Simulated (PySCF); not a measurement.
**TDDFT excited states: C5H5F3**

C5H5F3.
SMILES: `CC#CCC(F)(F)F`

Computed with TDDFT CAM-B3LYP/def2-SVPD, vertical, gas phase, core orbitals frozen in the response in PySCF. Geometry: GFN2-xTB; no solvent, vibrations or thermal averaging. Torsions of this conformer, `[CH3:1][C:2]#[C:3][CH2:4][C:5]([F:6])([F:7])[F:8]`: C3–C4–C5–F6 180°.

```json
{"state": "S1", "E (eV)": "6.60", "λ (nm)": "187.7", "f": "0.0002", "main configurations (H = HOMO, L = LUMO)": "H→L+2 (63%), H→L+1 (16%), H-1→L+3 (9%)"}
{"state": "S2", "E (eV)": "6.93", "λ (nm)": "178.9", "f": "0.0018", "main configurations (H = HOMO, L = LUMO)": "H→L+3 (41%), H-1→L+2 (37%), H-1→L+1 (10%)"}
{"state": "S3", "E (eV)": "7.01", "λ (nm)": "176.9", "f": "0.0005", "main configurations (H = HOMO, L = LUMO)": "H-1→L+3 (77%)"}
{"state": "S4", "E (eV)": "7.19", "λ (nm)": "172.3", "f": "0.0065", "main configurations (H = HOMO, L = LUMO)": "H→L (91%)"}
{"state": "S5", "E (eV)": "7.29", "λ (nm)": "170.0", "f": "0.012", "main configurations (H = HOMO, L = LUMO)": "H-1→L (92%)"}
{"state": "S6", "E (eV)": "8.15", "λ (nm)": "152.2", "f": "0.0008", "main configurations (H = HOMO, L = LUMO)": "H→L+1 (72%), H→L+2 (20%)"}
{"state": "S7", "E (eV)": "8.23", "λ (nm)": "150.6", "f": "0.026", "main configurations (H = HOMO, L = LUMO)": "H-1→L+1 (78%), H-1→L+2 (13%)"}
{"state": "S8", "E (eV)": "9.07", "λ (nm)": "136.7", "f": "0.017", "main configurations (H = HOMO, L = LUMO)": "H→L+4 (70%)"}
```

Triplets, Tamm–Dancoff:

| state | E (eV) | λ (nm) | main configurations (H = HOMO, L = LUMO) |
| --- | --- | --- | --- |
| T1 | 5.53 | 224.2 | H-1→L+2 (41%), H→L+3 (32%), H-1→L+1 (8%) |
| T2 | 6.01 | 206.3 | H→L+2 (50%), H-1→L+3 (24%), H→L+1 (11%) |
| T3 | 6.05 | 205.0 | H→L+3 (48%), H-1→L+2 (29%) |

The lowest singlet comes at 188 nm (637 kJ/mol) in the vacuum ultraviolet; it is dark (f under 0.0005); its leading configuration is HOMO→LUMO+2 (63%). The strongest level in the table is S7 at 8.23 eV (151 nm, f = 0.026). Löwdin shares by element: HOMO carbon 90% or more; LUMO carbon 60% or more (atoms not listed hold the other 40%). Orbital energies (eV): HOMO-3 -13.34, HOMO-2 -12.97, HOMO-1 -9.22, HOMO -9.14, LUMO 1.12, LUMO+1 1.56, LUMO+2 2.15. Weighted by f, the mean energy of these states is 8.13 eV. The oscillator strengths of these states sum to 0.065; summed over the whole spectrum of an exact calculation they would give the number of electrons, 62 (Thomas–Reiche–Kuhn). Singlets were solved by full linear response, triplets in the Tamm–Dancoff approximation.

The run took 32 s wall on an Arm Neoverse V2 with one thread, no GPU, on a shared host.
